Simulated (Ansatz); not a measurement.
One change: `[NH2][Y]([NH2])[F]` becomes `[NH2][Y]([F])[F]`.

Ansatz, PBE0-D4/def2-TZVP geometries, multiplicity 1. Each molecule was computed in one conformer, which needn't be the lowest.

Elements past krypton have def2 core potentials.

| property | `[NH2][Y]([NH2])[F]` |
| --- | --- |
| size of the dipole moment (B3LYP/def2-TZVPP) / D | 2.12 |
| HOMO–LUMO gap (PBE/def2-TZVPP) / eV | 3.19 |
| LUMO energy (ωB97M-V/def2-TZVPP) / eV | -0.23 |
| HOMO energy (PBE/def2-TZVPP) / eV | -5.41 |
| size of the dipole moment (ωB97M-V/def2-TZVPP) / D | 2.05 |
| HOMO energy (ωB97M-V/def2-TZVPP) / eV | -9.10 |

**Question.** What does the change do to each property? (An estimate is asked.)

**Answer.** Computed: 
| property | `[NH2][Y]([F])[F]` | shift |
| --- | --- | --- |
| size of the dipole moment (B3LYP/def2-TZVPP) / D | 2.04 | -0.08 |
| HOMO–LUMO gap (PBE/def2-TZVPP) / eV | 3.23 | 0.04 |
| LUMO energy (ωB97M-V/def2-TZVPP) / eV | -0.61 | -0.38 |
| HOMO energy (PBE/def2-TZVPP) / eV | -5.87 | -0.46 |
| size of the dipole moment (ωB97M-V/def2-TZVPP) / D | 1.94 | -0.11 |
| HOMO energy (ωB97M-V/def2-TZVPP) / eV | -9.54 | -0.44 |

With PBE0 the HOMO falls by 0.47 eV and the LUMO falls by 0.40 eV, so the gap widens by about 0.07 eV. PBE moves the HOMO by -0.46 eV and ωB97M-V by -0.44 eV. The zero-point energy changes by -58.9 kJ/mol with -6 modes. Dipoles are sizes alone; their direction can turn.

B3LYP here is the variant with VWN-RPA as its local correlation; programs differ in this.
